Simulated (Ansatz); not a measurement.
`O/C(=C\F)[SiH2]F` → `F[C@@H]1C[Si@@H](F)O1`  (isomerisation)

Isolated molecules relaxed with PBE0-D4/def2-TZVP in Ansatz; ΔE leaves out vibrations. CBS: MP2 limit from def2 TZ/QZ plus the TZ coupled-cluster correction, frozen cores. DFT in def2-TZVPP. One conformer a species, not always the lowest.

```tsv
level	ΔE (kJ/mol)
PBE-D4	-165.3
B2PLYP	-170.6
PBE	-164.8
HF/def2-TZVPP	-171.8
MP2/def2-TZVPP	-188.6
SCS-MP2/def2-QZVPP	-180.2
HF/CBS(def2)	-171.7
MP2/CBS(def2)	-187.6
```

Problem. What does CCSD(T)/CBS give? (Estimate.)

Solution. The calculation gave: -176.9 kJ/mol. The listed levels differ from it by 11.6, 6.3, 12.1, 5.1, -11.7, -3.3, 5.2, -10.7 kJ/mol.

Largest T1 diagnostic among the species: 0.013.

In def2-TZVPP, CCSD(T) changes the Hartree–Fock value by −6.1 kJ/mol (the triples alone add +2.2 kJ/mol) and MP2 by −16.8 kJ/mol. From PBE to PBE0 (25 % exact exchange), in def2-TZVPP and without D4, ΔE moves by −14.4 kJ/mol.
